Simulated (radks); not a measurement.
Question: The tellurium ion Te4+, [Kr] 4d10 5s2. Calculated with a radial shooting solver on a logarithmic mesh with Libxc functionals: non-relativistic Kohn-Sham, PBE, spin-polarised, spherical densities, point nucleus. Every spin shell is full or empty, so the densities are truly spherical. Functionals are evaluated on that one density, not self-consistently. Rank these exchange functionals by their error against the exact value of the orbitals, and give that value: LDA, PBE, PBEsol, revPBE, RPBE, PW91, OPTX, G96, EV93, APBE, TPSS, SCAN, MS2, Tao-Mo, TASK.

Answer: Exact: -167.601 hartree. From best to worst, with 100 (|E| - |E exact|)/|E exact| (equal figures are ties): PW91 -0.01, SCAN +0.16, RPBE -0.23, revPBE -0.28, EV93 -0.29, TPSS -0.30, APBE +0.30, G96 +0.35, PBE -0.42, MS2 -0.59, Tao-Mo -0.81, OPTX +1.28, TASK -2.21, PBEsol -2.24, LDA -4.80.
